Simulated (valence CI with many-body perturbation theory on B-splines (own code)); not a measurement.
## Hyperfine factors and g values of K11+

Computed by relativistic CI+MBPT: six valence electrons over a frozen Dirac-Fock core [He], radial functions for each j: 9 s, 9 p, 8 d, 6 f, 3 g, 1 h, with the one-electron correlation potential Σ1 (screened to all orders), the two-electron term Σ2, the three-electron term Σ3, Breit, model QED; selected single and double excitations, second order for the rest, scaled by the run's own slope (own B-spline code, finite nucleus).

No measured spectrum was set against this ion. As an estimate, levels of excited configurations hold to 0.05 to 0.15 % of their energy, terms of the ground configuration to about 0.5 %. Among the levels kept, up to 3300 cm⁻¹ of a level comes from second order outside the variational space, and about a tenth of that is noise between levels of different J, which matters for small intervals.

A/g_I is the dipole constant over the nuclear g factor μ/I (μ in nuclear magnetons, uniformly magnetised nucleus), B/Q the quadrupole constant per barn. Both hold the static response of the core; the bare values leave it out. Large factors of s and p1/2 electrons are usually good to 5 to 10 %; those of open d and f shells near neutrality can be off by tens of per cent, and small factors of p3/2, d and f electrons come from cancelling terms and can be off by a factor of two or in sign, in half-filled shells by more. B is blank for J = 1/2, where it vanishes, and for nearly pure S terms. Energies count from the lowest level. Levels with J = 0 are left out.

Names give the largest LS component (configuration and term), which can be under half, so a name can repeat, a term be missing and a line seem to break the LS rules; names also repeat where a configuration has a term twice. Letters in brackets count levels of one name in rising energy.

```
              Level  E (× 10³ cm⁻¹)      g  A/g_I (MHz)  A/g_I bare  B/Q (MHz/b)  B/Q bare
       2s2 2p4 3P_2            0.00  1.488         9150       10200        15200     15300
       2s2 2p4 3P_1           18.94  1.500         -535         604        -8010     -8070
       2s2 2p4 1D_2           79.80  1.009        17800       17800       -31500    -31700
       2s 2p5 3P°_2          573.57  1.499        44500       43800       -15900    -16100
       2s 2p5 3P°_1          589.40  1.497        48000       47500         8030      8090
       2s 2p5 1P°_1          790.14  1.000        23600       23300       -15800    -16000
   2s2 2p3 3s 5S°_2          2893.5  1.995         9320       10700                       
   2s2 2p3 3s 3S°_1          2929.3  1.986        -8320       -5380                       
   2s2 2p3 3s 3D°_1          3003.8  0.550         3730        3700         6440      6480
   2s2 2p3 3s 3D°_2          3004.5  1.187        13800       13800        14400     14500
   2s2 2p3 3s 3D°_3          3007.9  1.332        20200       20400         -258      -260
   2s2 2p3 3s 1D°_2          3023.5  1.028        16700       16900        -2580     -2600
    2s2 2p3 3p 5P_1          3041.6  2.484        -2180         508          392       394
    2s2 2p3 3p 5P_2          3043.0  1.821         2420        3900        -3590     -3610
    2s2 2p3 3p 5P_3          3046.3  1.663         1380        2540         3920      3940
   2s2 2p3 3s 3P°_1          3065.5  1.465        32900       32600        -5450     -5480
   2s2 2p3 3s 3P°_2          3071.5  1.454        16300       16500       -12300    -12400
2s2 2p3 3p 3P_1 [a]          3075.9  1.495         5110        6230        -2250     -2260
2s2 2p3 3p 3P_2 [a]          3077.6  1.502         2780        3920         5340      5370
   2s2 2p3 3s 1P°_1          3086.3  0.993        12000       12400        -1170     -1180
2s2 2p3 3p 1P_1 [a]          3134.4  0.812         9420        9290         7840      7890
2s2 2p3 3p 3D_2 [a]          3144.1  1.117        13100       13200        -4770     -4800
2s2 2p3 3p 3D_3 [a]          3148.7  1.289        14300       14700       -11600    -11700
2s2 2p3 3p 3D_1 [a]          3148.9  0.738        28000       27600        -1940     -1950
    2s2 2p3 3p 3F_2          3154.5  0.751         9040        8800         8610      8660
    2s2 2p3 3p 3F_3          3158.4  1.139         7310        7530        13000     13100
    2s2 2p3 3p 3F_4          3161.7  1.249        11300       11700         3570      3590
    2s2 2p3 3p 1F_3          3164.0  1.014        13100       13100         3280      3300
2s2 2p3 3p 3P_1 [b]          3195.0  1.714         3350        4420         2120      2130
2s2 2p3 3p 3P_2 [b]          3204.8  1.481        12900       13600         2560      2570
2s2 2p3 3p 3D_1 [b]          3213.8  0.640        28600       27900         1580      1590
    2s2 2p3 3p 3S_1          3215.4  1.668        -1220        -327         5580      5620
2s2 2p3 3p 3D_2 [b]          3215.7  1.115        12200       12500         4250      4280
```

(1) Take the isotope of mass number 39, with I = 3/2, μ = 0.39147 μN and Q = 0.0603 b. What is the hyperfine structure of 2s2 2p4 1D_2?

## Answers

(1) From the table A = 4650 MHz, B = -1900 MHz. Shifts from the centre of gravity in MHz: F = 1/2: -22600, F = 3/2: -14000, F = 5/2: -1140, F = 7/2: 13500.
